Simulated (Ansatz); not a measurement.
`[F][Sn]([F])([Cl])[I]` + H₂ → `[F][SnH]([F])[I]` + HCl  (hydrogenolysis of the Sn–Cl bond)

Isolated molecules relaxed with PBE0-D4/def2-TZVP in Ansatz; ΔE leaves out vibrations. CBS: MP2 limit from def2 TZ/QZ plus the TZ coupled-cluster correction, frozen cores. This one scheme is used for every species. DFT in def2-TZVPP. Elements past krypton have def2 core potentials. For I, Sn outer-core shells are correlated without core-valence functions, which leaves a few kJ/mol of doubt a bond.

| level | ΔE (eV) |
| --- | --- |
| BLYP-D4 | 0.65 |
| ωB97M-V | 0.57 |
| CCSD(T)/def2-SVP | 0.50 |
| HF/CBS(def2) | 0.50 |

(1) What does CCSD(T)/CBS give? (Best estimate.)

Largest T1 diagnostic among the species: 0.013.

Answers

(1) The calculation gave: +0.62 eV. The listed levels differ from it by 0.03, -0.05, -0.12, -0.12 eV.

In def2-TZVPP, CCSD(T) changes the Hartree–Fock value by +0.06 eV (the triples alone add +0.05 eV) and MP2 by +0.16 eV. From r2SCAN to r2SCAN0 (25 % exact exchange), in def2-TZVPP and without D4, ΔE moves by −0.05 eV.
